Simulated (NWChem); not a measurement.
Molecule: C$_{3}$H$_{3}$FO$_{2}$; SMILES FC1=COCO1

```xyz
9

F     -0.0129    -2.0062     0.0652
C      0.0792    -0.7088     0.0070
C      1.1300     0.1109     0.0466
O      0.6694     1.4025    -0.1474
C     -0.7081     1.3026     0.0984
O     -1.0813    -0.0386    -0.1781
H      2.1967    -0.0677     0.1273
H     -0.9218     1.5144     1.1699
H     -1.2660     1.9854    -0.5565
```
Atoms are numbered in this order, from 1.

Results from NWChem. The geometry was optimised at PBE0/def2-SVP. GIAO values for the isolated, static molecule; σ is the absolute isotropic shielding, δ = σ(reference) − σ with the isolated reference molecule computed at the same levels (13C: tetramethylsilane, 19F: trichlorofluoromethane, 1H: tetramethylsilane, 17O: water).

Problem. Predict the results for PBE/pcSseg-1. Quantities: δ F1 (ppm); δ O4 (ppm); δ C5 (ppm); δ O6 (ppm); δ H7 (ppm); δ H8 (ppm); δ H9 (ppm).

Solution. 
```yaml
"δ F1 (ppm)": -172.1
"δ O4 (ppm)": 86.8
"δ C5 (ppm)": 103.4
"δ O6 (ppm)": 142.8
"δ H7 (ppm)": 5.86
"δ H8 (ppm)": 5.68
"δ H9 (ppm)": 5.88
```
